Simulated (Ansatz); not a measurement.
`BN(C)B(C)F` → 2 B• + 2 C• + F• + 8 H• + N•  (atomization)

Gas-phase electronic energies from Ansatz, PBE0-D4/def2-TZVP geometries. CCSD(T)/CBS adds triple-zeta CCSD(T) − MP2 to the extrapolated MP2 energy (def2 sets, frozen cores). This one scheme is used for every species, atoms too. DFT in def2-TZVPP. B3LYP here is the variant with VWN-RPA as its local correlation; programs differ in this. HSE06 is defined as in plane-wave codes. No spin–orbit coupling; open shells (•) take unrestricted orbitals. Spin–orbit coupling would lower the free atoms: a little for B, C, F. One conformer a species, not always the lowest.

`BN(C)B(C)F`:

Cartesian coordinates in Å:
```
B 0.504 1.562 0.104
N -0.363 0.453 0.087
C -1.804 0.650 0.270
B 0.088 -0.900 -0.104
C 1.549 -1.401 -0.321
F -0.876 -1.833 -0.089
H 0.045 2.655 0.271
H 1.677 1.409 -0.044
H -2.163 0.107 1.146
H -2.009 1.710 0.403
H -2.361 0.287 -0.596
H 1.807 -2.109 0.474
H 2.305 -0.620 -0.347
H 1.600 -1.970 -1.255
```

(1) What is ΔE at CCSD(T)/CBS? (Estimate.)

(2) What do these levels give: PBE0-D4, B3LYP-D4, r2SCAN0-D4, B2PLYP, r2SCAN, r2SCAN0, HSE06, MP2/def2-SVP, CCSD(T)/def2-SVP, SCS-MP2/def2-TZVPP, HF/CBS(def2), MP2/CBS(def2)? (An estimate is asked.)

Largest T1 diagnostic among the species: 0.014.

## Answers

(1) Computed: +1346.3 kcal/mol.

(2) Ansatz gave: PBE0-D4 1358.2, B3LYP-D4 1357.1, r2SCAN0-D4 1340.6, B2PLYP 1342.9, r2SCAN 1354.9, r2SCAN0 1338.8, HSE06 1354.3, MP2/def2-SVP 1313.4, CCSD(T)/def2-SVP 1295.0, SCS-MP2/def2-TZVPP 1333.5, HF/CBS(def2) 1031.5, MP2/CBS(def2) 1369.1 kcal/mol.

From BLYP to BHLYP (50 % exact exchange), in def2-TZVPP and without D4, ΔE moves by −20.6 kcal/mol: exact exchange takes away binding that semilocal exchange gives to molecules. Leaving LDA and LC-ωPBE aside and taking each functional with its dispersion term where it has one, the values, not all of them listed here, spread over 52.2 kcal/mol, from BHLYP-D4 to PBE-D4. LDA lies +162.9 kcal/mol from PBE without D4, its usual overbinding. At CCSD(T), def2-SVP lies −51.3 kcal/mol from the extrapolated value and def2-TZVPP −29.2 kcal/mol: correlation converges slowly with the basis, and small sets miss more of it in the bonded molecule than in its fragments.

For atomizations the MP2-based limit and the directly extrapolated one differ by several kJ/mol either way, and by 10 to 25 for some Ge, Se and Sn compounds, so smaller differences from it don't rank the levels.
